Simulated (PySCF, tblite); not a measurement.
Isomers of C4H9FSSi, one GFN2-xTB conformer each. Single-point energies are computed at PBE0/pcSseg-1 (PySCF, gas phase, no added dispersion term), electronic only.

| SMILES | GFN2-xTB relative energy (kJ/mol) |
| --- | --- |
| CCS[SiH2]/C=C\F | 87.9 |
| CC[SiH2][C@@H]1S[C@@H]1F | 138.5 |
| CC[Si]1(F)CSC1 | 0.0 |

Conformers: `[CH3:1][CH2:2][S:3][SiH2:4]/[CH:5]=[CH:6]\[F:7]` with C1–C2–S3–Si4 70°, C2–S3–Si4–C5 -82°, S3–Si4–C5–C6 150°; `[CH3:1][CH2:2][SiH2:3][C@@H:4]1[S:5][C@@H:6]1[F:7]` with C1–C2–Si3–C4 -177°, C2–Si3–C4–S5 21°; `[CH3:1][CH2:2][Si:3]1([F:4])[CH2:5][S:6][CH2:7]1` with C1–C2–Si3–F4 50°.

Q: What does PBE0/pcSseg-1 give for the same structures?

A: 
```
                  SMILES  PBE0/pcSseg-1 E (Eh)  PBE0/pcSseg-1 (kJ/mol)  GFN2-xTB (kJ/mol)  point group
          CC[Si]1(F)CSC1            -944.83555                     0.0                0.0           C1
         CCS[SiH2]/C=C\F            -944.76326                   189.8               87.9           C1
CC[SiH2][C@@H]1S[C@@H]1F            -944.74402                   240.3              138.5           C1
```

Both levels put the same isomer lowest; measured from each level's own lowest isomer, the values differ by up to 101.9 kJ/mol (CCS[SiH2]/C=C\F: 87.9 against 189.8). As drawn, the lowest has a four-membered ring and an Si–F bond, which the highest lacks; the highest has a three-membered ring, which the lowest lacks.

Q: Which frontier levels, dipoles and rotational constants go with these structures?

A: 
| SMILES | HOMO (eV, PBE0/pcSseg-1) | LUMO (eV) | dipole (D) | A, B, C (MHz) |
| --- | --- | --- | --- | --- |
| CC[Si]1(F)CSC1 | -6.37 | 0.12 | 2.56 | 3283, 1083, 1022 |
| CCS[SiH2]/C=C\F | -6.82 | -0.50 | 1.95 | 2845, 935.6, 798.3 |
| CC[SiH2][C@@H]1S[C@@H]1F | -6.84 | -0.14 | 1.26 | 2785, 1056, 1027 |

Q: What happens when harmonic zero-point energies from GFN2-xTB frequencies are added?

A: 
| SMILES | ZPE (kJ/mol) | electronic (kJ/mol) | with ZPE (kJ/mol) |
| --- | --- | --- | --- |
| CC[Si]1(F)CSC1 | 322.7 | 0.0 | 0.0 |
| CCS[SiH2]/C=C\F | 307.2 | 189.8 | 174.3 |
| CC[SiH2][C@@H]1S[C@@H]1F | 308.6 | 240.3 | 226.2 |

The zero-point energies span 15.5 kJ/mol. The order is unchanged.
